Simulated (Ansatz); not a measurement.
```yaml
crystal:
  periodic: [false, false, false]
  atoms:
    - {symbol: N, position_ang: [-2.221489, 0.973345, 1.451415]}
    - {symbol: W, position_ang: [-0.191489, 0.004741, -0.942456]}
    - {symbol: N, position_ang: [2.452439, -1.458132, 0.345674]}
    - {symbol: F, position_ang: [-1.890416, -2.348095, -2.949616]}
    - {symbol: Cl, position_ang: [1.154961, 3.533506, -3.010310]}
    - {symbol: H, position_ang: [-2.764909, 1.232401, 3.259506]}
    - {symbol: H, position_ang: [3.576553, -2.066268, 1.759236]}
basis:
  gaussian: {orbitals: def2-mTZVPP}
hamiltonian: {xc: {name: SPW92}}
output: {forces: true}
```

```sh
$ ansatz run in.yaml --threads 4 --pin off --events-out ev --progress --plain --max-ram 10444MiB
```

Output, abridged:

```
Functional definition: SPW92
1180 factors; their error is unknown
mean field evaluation 1: about -19822.6073 eV, gradient 1.7e2 eV
mean field evaluation 2: about -17783.0805 eV, gradient 6.7e2 eV
mean field evaluation 4: about -19143.9234 eV, gradient 4.0e2 eV
mean field evaluation 8: about -19964.8009 eV, gradient 1.1e1 eV
mean field evaluation 16: about -19966.4638 eV, gradient 2.3e-1 eV
mean field evaluation 32: about -19966.4722 eV, gradient 1.3e-2 eV
mean field evaluation 192: about -19966.4722 eV, gradient 2.4e-3 eV
mean field -19966.47218934 eV, -733.7543191974 hartree, gradient 1.7e-6 eV, S^2 0.000000; 10 other end points of the search recorded, 0 dependent functions left out
reference -19966.47223385 eV, -733.7543208331 hartree; 28, 28 occupied and 117, 117 virtual orbitals, 1180 factors
Total energy: -19966.47223385 eV, -733.7543208331 hartree
Atom 0 at    -2.221489     0.973345     1.451415 Å, force    -0.257418     0.116030     1.333558 eV/Å
Atom 1 at    -0.191489     0.004741    -0.942456 Å, force     0.091816    -0.647034     1.684648 eV/Å
Atom 2 at     2.452439    -1.458132     0.345674 Å, force     0.627359    -0.461719     1.128248 eV/Å
Atom 3 at    -1.890416    -2.348095    -2.949616 Å, force     0.693300     0.935263     0.843599 eV/Å
Atom 4 at     1.154961     3.533506    -3.010310 Å, force    -0.243035    -0.614861     0.401445 eV/Å
Atom 5 at    -2.764909     1.232401     3.259506 Å, force     1.370310    -0.645413    -3.126553 eV/Å
Atom 6 at     3.576553    -2.066268     1.759236 Å, force    -2.282332     1.317735    -2.264945 eV/Å
Dipole moment:     0.358887    -0.029383     1.536661 e Å
```

(1) What is wrong with this run?

## Answers

(1) The coordinates are in bohr but typed as ångström. The run converged. The result belongs to that input, not to the molecule as meant.
